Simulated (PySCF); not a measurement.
This PySCF input asks for the NMR shieldings of SMILES C#CP(/C=C/C)CN(C)C, C$_{8}$H$_{14}$NP; the geometry comes from GFN2-xTB.

```python
import basis_set_exchange as bse
import numpy as np
from pyscf import gto, dft
from pyscf.prop import nmr

atoms = """
C    -0.022234    3.312977   -0.382685
C     0.083448    2.120183   -0.499858
P     0.242881    0.399479   -0.865799
C     1.902172    0.195231   -0.142126
C     2.514736   -0.980568   -0.079710
C     3.882479   -1.193531    0.474253
C    -0.713364   -0.299538    0.640773
N    -2.126357   -0.451996    0.485703
C    -2.470013   -1.360910   -0.583397
C    -2.819639    0.809927    0.357802
H    -0.110644    4.350195   -0.236428
H     2.401864    1.099807    0.182732
H     2.013215   -1.871350   -0.439917
H     4.531425   -1.625005   -0.288073
H     3.847643   -1.892648    1.310425
H     4.315154   -0.256052    0.816451
H    -0.272694   -1.284552    0.830302
H    -0.510034    0.344339    1.501534
H    -2.158052   -0.977057   -1.567900
H    -3.548184   -1.513417   -0.591802
H    -1.981780   -2.319150   -0.411737
H    -2.553381    1.453839    1.194473
H    -3.893583    0.629249    0.381540
H    -2.566793    1.330313   -0.578603
"""
names = dict.fromkeys(["C", "P", "N", "H"], "pcSseg-1")
basis = {el: gto.basis.parse(bse.get_basis(n, elements=[el], fmt="nwchem")) for el, n in names.items()}
mol = gto.M(atom=atoms, basis=basis, charge=0, verbose=0)
mf = dft.RKS(mol, xc="PBE0")
mf.grids.level = 2
mf.grids.alignment = dft.numint.BLKSIZE   # the property module wants whole blocks of grid points
mf.conv_tol = 1e-9
mf.kernel()

calc = nmr.RKS(mf)   # GIAO
C = mf.mo_coeff
Co = C[:, mf.mo_occ > 0]
resp = mf.gen_response(singlet=True, hermi=2)
def vind(x):   # induced exchange potential for any number of trial vectors
    d = np.einsum("pi,xij,qj->xpq", C, 2 * x.reshape(-1, C.shape[1], Co.shape[1]), Co, optimize=True)
    return np.einsum("xpq,pi,qj->xij", resp(d - d.transpose(0, 2, 1)), C, Co, optimize=True).ravel()
mo1, _ = nmr.rhf.solve_mo1(calc, with_cphf=vind)
sigma = calc.kernel(mo1)
for i, s in enumerate(sigma):   # ppm
    print("%2d %-2s %9.2f" % (i, mol.atom_pure_symbol(i), np.trace(s) / 3))
```

Q: Give the expected output.

A: 
```
 0 C      86.51
 1 C      91.94
 2 P     425.96
 3 C      46.81
 4 C      40.68
 5 C     161.78
 6 C     110.02
 7 N     218.18
 8 C     140.41
 9 C     138.21
10 H      29.27
11 H      25.31
12 H      25.92
13 H      29.65
14 H      29.71
15 H      29.81
16 H      28.93
17 H      27.44
18 H      29.05
19 H      29.31
20 H      29.49
21 H      29.09
22 H      29.33
23 H      29.34
```

These numbers come from an equivalent density-fitted implementation of the same equations, which agrees with the script to about 0.01 ppm for H and up to a few tenths of a ppm for heavy atoms, so last digits may differ.

Size and cost of the density-fitted run: 247 basis functions, 57 s wall time on 1 thread of an Arm Neoverse V1, shared host; peak memory 1.2 GiB.
